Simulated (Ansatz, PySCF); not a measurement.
Reaction 5 R1 + R2 → P1 + 2 P2 + P3 + 2 P4, each structure at its B3LYP-D3(BJ)/def2-TZVP stationary point, reached from a drawn start (curvature not checked).
P1: CH4 (SMILES C), charge 0, multiplicity 1.
R1: H2 (SMILES [H][H]), charge 0, multiplicity 1.
P2: HCl (SMILES Cl), charge 0, multiplicity 1.
P3: NH3 (SMILES N), charge 0, multiplicity 1.
P4, SiH4 (SMILES [SiH4]) (charge 0, multiplicity 1, Z-matrix in Å and degrees):
```
Si
H 1 1.4803
H 1 1.4803 2 109.47
H 1 1.4803 2 109.47 3 120.00
H 1 1.4803 2 109.47 3 -120.00
```
R2: CH7Cl2NSi2 (SMILES C[Si](Cl)(Cl)N[SiH3]), charge 0, multiplicity 1.

P less R. No zero-point or thermal terms. One arrangement of each flexible species, with no search for the lowest.

Frozen-core correlation throughout.

Codes used: Ansatz (a program for electronic structure) with Gaussian orbitals; PySCF for the D3/D4 terms. Each number belongs to the level named beside it.

### Question
One of these levels gives 51.81 kcal/mol for the reaction energy. Name it.
A. SCS-MP2/cc-pV(D+d)Z
B. revPBE/def2-TZVPP
C. BLYP-D3(BJ)/def2-TZVPP

### Answer
C, BLYP-D3(BJ)/def2-TZVPP. The others give 40.35 (revPBE/def2-TZVPP), 36.19 (SCS-MP2/cc-pV(D+d)Z)
